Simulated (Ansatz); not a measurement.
Mulliken charges of ClH4PSi2Te (`[SiH3][Si]1(Cl)P[Te]1`) from B3LYP/def2-TZVPP in Ansatz (PBE0-D4/def2-TZVP geometry).

```csv
atom,x (Å),y (Å),z (Å),charge (e)
Si1,-0.470,-0.860,-1.180,0.157
Si2,0.838,0.315,0.339,0.311
Cl3,2.807,-0.266,0.263,-0.215
P4,0.078,0.849,2.363,-0.126
Te5,0.348,2.695,0.643,-0.050
H6,-1.874,-0.424,-0.974,-0.040
H7,-0.345,-2.321,-0.938,-0.042
H8,-0.026,-0.544,-2.561,-0.040
H9,-1.266,0.510,2.027,0.046
```

Task: By hand: the dipole of these point charges (1 e Å = 4.8032 D).

Result: Σ q r = (-0.412, -0.062, -0.192) e Å, of length 0.459 e Å = 2.20 D.

Task: How does the dipole of the full density compare? (Best estimate.)

Result: Computed: (-0.276, -0.160, -0.153) e Å, 1.70 D; the point charges give 1.29 times that, at 19° from its direction.

Point charges leave out the atoms' own dipoles, such as those of lone pairs, and Mulliken's split depends on the basis, so the two needn't agree.

B3LYP here is the variant with VWN-RPA as its local correlation; programs differ in this.
